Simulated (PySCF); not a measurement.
Compound: CH10AlNSi2.
Geometry (PBE0-D3(BJ)/def2-SVP, Å), atoms numbered from 1 in this order:
```
atom  x, y, z in Å
C1     2.543   -0.755   -0.040
Al2    1.209    0.620    0.328
N3    -0.556    0.299    0.065
Si4   -1.140   -1.225   -0.577
Si5   -1.765    1.521    0.425
H6     3.538   -0.443    0.314
H7     2.297   -1.717    0.439
H8     2.625   -0.956   -1.122
H9     1.575    2.072    0.857
H10   -2.173   -1.826    0.326
H11   -0.002   -2.182   -0.711
H12   -1.772   -1.046   -1.923
H13   -2.529    1.903   -0.806
H14   -2.757    1.010    1.424
H15   -1.096    2.735    0.979
```

Theory: TDDFT PBE0/def2-SVPD, vertical, gas phase, core orbitals frozen in the response in PySCF 2.14.0, density-fitted response routines.

```tsv
state	λ (nm)	E (eV)	f	main configurations (H = HOMO, L = LUMO)
S1	210.7	5.88	0.0060	H-1→L (92%)
S2	207.9	5.96	0.083	H→L (92%)
S3	201.9	6.14	0.0077	H→L+1 (94%)
S4	179.7	6.90	0.0094	H→L+2 (58%), H→L+3 (18%), H-1→L+1 (14%)
S5	179.5	6.91	0.038	H-1→L+1 (84%), H→L+2 (9%)
S6	178.1	6.96	0.016	H-2→L (92%)
```

The lowest singlet comes at 211 nm (568 kJ/mol) in the ultraviolet; it is weak; its leading configuration is HOMO-1→LUMO (92%). The strongest level in the table is S2 at 5.96 eV (208 nm, f = 0.083). S4/S5 lie within about 0.01 eV of each other. Löwdin shares by element: HOMO nitrogen 50%, silicon 22%, hydrogen 6% or more (atoms not listed hold the other 22%); LUMO aluminium 56%, hydrogen 12% or more, carbon 11%, nitrogen 11%. Weighted by f, the mean energy of these states is 6.35 eV. Of the 6 states listed, 3 reach f = 0.01 and none stays under 0.0005. The oscillator strengths of these states sum to 0.160; summed over the whole spectrum of an exact calculation they would give the number of electrons, 64 (Thomas–Reiche–Kuhn). No computed singlet lies in the visible range (380 to 750 nm); the lowest, at 211 nm, stands 2.62 eV above its violet end (3.26 eV). Singlets were solved by full linear response.

Rough CPU time on one thread of a shared machine: about 50 s.
